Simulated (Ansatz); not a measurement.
Na8H7⁺. The state is a singlet with charge 1. Geometry PBE0-D4/def2-SVP.

Cartesian coordinates in Å:
```
Na -4.052 -2.439 0.492
Na 4.046 2.447 -0.499
Na -0.400 -1.726 -1.614
Na 1.822 0.455 -0.937
Na -3.355 0.581 3.322
Na 3.347 -0.575 -3.329
Na -1.816 -0.461 0.943
Na 0.402 1.724 1.616
H 3.831 0.967 -1.980
H 0.006 -0.005 0.008
H -1.512 1.182 2.536
H -2.279 -2.139 -0.577
H -3.835 -0.965 1.978
H 1.512 -1.185 -2.536
H 2.282 2.140 0.578
```

HSE06 is defined as in plane-wave codes, on full-range PBE exchange. The structure comes from a short search, and lower isomers may exist.

**Question.** Estimate the orbital energies around the gap (eV) in Ansatz with PBE-D4/def2-SVP, PBE-D4/def2-TZVP, r2SCAN-D4/def2-TZVP, HSE06-D4/def2-TZVP, CAM-B3LYP-D4/def2-TZVP.

**Answer.** 
| orbital | PBE-D4/def2-SVP | PBE-D4/def2-TZVP | r2SCAN-D4/def2-TZVP | HSE06-D4/def2-TZVP | CAM-B3LYP-D4/def2-TZVP |
| --- | --- | --- | --- | --- | --- |
| HOMO−9 | -29.58 | -29.48 | -30.43 | -32.39 | -34.42 |
| HOMO−8 | -29.57 | -29.48 | -30.42 | -32.39 | -34.42 |
| HOMO−7 | -29.57 | -29.47 | -30.42 | -32.39 | -34.41 |
| HOMO−6 | -8.83 | -8.87 | -8.98 | -9.64 | -11.61 |
| HOMO−5 | -8.43 | -8.47 | -8.58 | -9.20 | -11.10 |
| HOMO−4 | -7.85 | -7.90 | -8.03 | -8.60 | -10.44 |
| HOMO−3 | -7.84 | -7.89 | -8.02 | -8.59 | -10.42 |
| HOMO−2 | -7.59 | -7.64 | -7.78 | -8.33 | -10.14 |
| HOMO−1 | -7.23 | -7.29 | -7.44 | -7.95 | -9.71 |
| HOMO | -6.95 | -7.02 | -7.17 | -7.66 | -9.40 |
| LUMO | -3.44 | -3.50 | -2.92 | -3.18 | -2.38 |
| LUMO+1 | -3.32 | -3.38 | -2.63 | -3.16 | -2.32 |
| LUMO+2 | -3.29 | -3.38 | -2.52 | -3.08 | -2.31 |
| LUMO+3 | -3.25 | -3.32 | -2.51 | -3.05 | -2.30 |
| LUMO+4 | -3.21 | -3.28 | -2.47 | -3.02 | -2.28 |
| LUMO+5 | -2.81 | -2.94 | -2.41 | -2.71 | -1.87 |
